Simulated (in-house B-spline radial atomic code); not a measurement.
Mn⁺. Computed with a B-spline radial atomic code. Model: non-relativistic spherical atom: semilocal Troullier-Martins pseudo-atom, one channel per l, against all electrons, high spin, G0W0 and RPA with empty states to l = 8, local potential for every l without a channel, a model core (radius 0 = none) keeps its share of the functional.

What the tables leave out is listed at the end.

The pseudopotential gives back the lowest level of each angular momentum of its own functional in the configuration it was made in; a second state of the same l is only approximately right. Exact exchange, RPA and GW see the smooth pseudo-orbitals and miss the exchange with the core, for which the functional's share stands in. The column with an uncorrelated core keeps all orbitals and exact exchange, and so separates missing core correlation from pseudisation. Only the three outermost levels and the lowest empty one were computed. RPA here is direct RPA, with no exchange kernel, and its energies carry an (l + 1/2)⁻⁴ tail. A hybrid on a potential with a model core restores only its own semilocal share of the core's exchange.

Command:
```bash
python run_psgw.py task.json out
```
Settings (lengths in bohr, energies in hartree):
```
Z                      25
electrons              24
configuration          [Ar] 3d5 4s1
generated_in           [Ar] 3d5 4s2
functional             pbe,pbe
core_shells            4
radius_factor          1.15
core_correction        True
ion_configuration      [Ar] 3d5
```

Cost of the run: 61 s on 1 thread of Arm Neoverse N1, with other jobs on the host.

Given: made with PBE; model core radius 0.443 bohr; local radius 1.174 bohr; mean-field start PBE.

Valence shells of the generating configuration: 3p, 3d, 4s.

Channel: s 2.9, p 0.87, d 2.618 (radii in bohr).

Computed: largest level miss in the spin-unpolarised generating configuration 0.001 eV; valence RPA correlation energy all-electron orbitals -0.70883 hartree; valence RPA correlation energy pseudo -0.78711 hartree; all-electron RPA polarisability, core included 20.92 bohr³; pseudo-atom RPA polarisability 20.454 bohr³; ionisation by mean-field all-electron 16.104 eV; ionisation by RPA all-electron 16.113 eV.

```tsv
level	occupied	mean-field all-electron (eV)	mean-field pseudo minus all (eV)	G0W0 all-electron (eV)	G0W0 uncorrelated core minus all (eV)	G0W0 pseudo minus all (eV)	exchange self-energy all-electron (eV)	exchange self-energy pseudo (eV)
4s up	1	-12.457	-0.034	-16.245	-0.038	-1.196	-12.141	-13.252
3d down (empty)	0	-11.609	0.487	-6.5809	0.233	0.861	-12.284	-6.7313
```

Question: What is the ionisation by mean-field pseudo minus all?

Answer: 0.133 eV.

Question: What is the ionisation by RPA pseudo minus all?

Answer: 1.575 eV.

Given: mean-field start PBE0.

Computed: valence RPA correlation energy all-electron orbitals -0.66847 hartree; valence RPA correlation energy pseudo -0.75128 hartree; all-electron RPA polarisability, core included 18.239 bohr³; ionisation by mean-field all-electron 15.785 eV; ionisation by mean-field pseudo minus all 0.661 eV; ionisation by RPA all-electron 15.974 eV.

| level | occupied | mean-field all-electron (eV) | mean-field pseudo minus all (eV) | G0W0 all-electron (eV) | G0W0 uncorrelated core minus all (eV) | G0W0 pseudo minus all (eV) | exchange self-energy all-electron (eV) | exchange self-energy pseudo (eV) |
| --- | --- | --- | --- | --- | --- | --- | --- | --- |
| 4s up | 1 | -13.131 | -0.5 | -16.121 | -0.035 | -1.462 | -11.911 | -13.925 |
| 3d up | ? | ? | ? | ? | ? | ? | ? | ? |
| 3p down | 1 | -61.533 | 0.878 | -66.029 | -0.503 | 1.341 | -43.889 | -32.61 |
| 3d down (empty) | 0 | -8.7679 | 0.191 | -5.5424 | 0.243 | 0.762 | -11.344 | -6.47 |

Question: What belongs in the row 3d up?

Answer: occupied: 1; mean-field all-electron (eV): -18.885; mean-field pseudo minus all (eV): 0.208; G0W0 all-electron (eV): -23.356; G0W0 uncorrelated core minus all (eV): 0.1; G0W0 pseudo minus all (eV): 0.813; exchange self-energy all-electron (eV): -39.917; exchange self-energy pseudo (eV): -31.271.

Question: What is the ionisation by RPA pseudo minus all?

Answer: 1.712 eV.

Question: What is the pseudo-atom RPA polarisability?

Answer: 16.242 bohr³.

Among the listed levels the largest G0W0 shift of the pseudo-atom is -1.46 eV, for 4s up on the PBE0 start, while leaving the core uncorrelated moves that level by -0.04 eV. So pseudisation and the lost core exchange, not the missing core correlation, make the error. Not in the tables (levels of low weight, unsolved or above zero; the highest and the empty levels are kept at any weight): on PBE the G0W0 levels 3d up (pseudo minus all +0.57 eV, weights 0.76 and 0.60), 3p down (pseudo minus all +0.41 eV, weights 0.72 and 0.65); no Hartree-Fock pseudo-atom is run with a model core.
